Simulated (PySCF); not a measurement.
**A small calculation by hand: chemical shift, span and skew from a shielding tensor**

BClH5NO2Si, SMILES OB(O)N[SiH2]Cl. Atoms are numbered in the order given.

```xyz
11

Si    -0.6572     0.8326     0.0000
Cl     0.4122     2.6107     0.0000
N      0.5297    -0.4314     0.0000
B      0.1715    -1.8127     0.0000
O      1.1536    -2.7729     0.0000
O     -1.1859    -2.0705     0.0000
H     -1.5084     0.8270     1.2158
H     -1.5084     0.8270    -1.2158
H      1.5137    -0.1869     0.0000
H      0.8390    -3.6809     0.0000
H     -1.4483    -2.9942     0.0000
```
Charge 0, spin multiplicity 1.

Coordinates come from a ωB97X-D3(BJ)/def2-SVP optimisation. This is a generated structure with no PubChem entry under its InChIKey; it may be hypothetical. One conformer was computed; it need not be the lowest.

GIAO shieldings from HF/pcSseg-1 (PySCF), non-relativistic, no solvent. The symmetric part of the tensor of Si1 has the principal values 398.0, 407.4, 438.8 ppm. The same nucleus in TMS has σ = 393.8 ppm at this level (PySCF, at its B3LYP-D3(BJ)/def2-TZVP geometry). Without spin–orbit terms, shifts of atoms bonded to Cl or Br come out too high.

Problem. Work out the isotropic shielding, the ²⁹Si shift against TMS, the span and the skew.

Solution. 
σ(iso) = (σ11 + σ22 + σ33)/3 = 414.7 ppm. δ = σ(ref) − σ(iso) = 393.8 − (414.7) = -20.9 ppm.
Span Ω = σ33 − σ11 = 40.8 ppm. Skew κ = 3(σ(iso) − σ22)/Ω = 0.54. Tumbling in solution averages the tensor to δ; in a static solid the shielding alone would spread this spin-1/2 line over Ω.
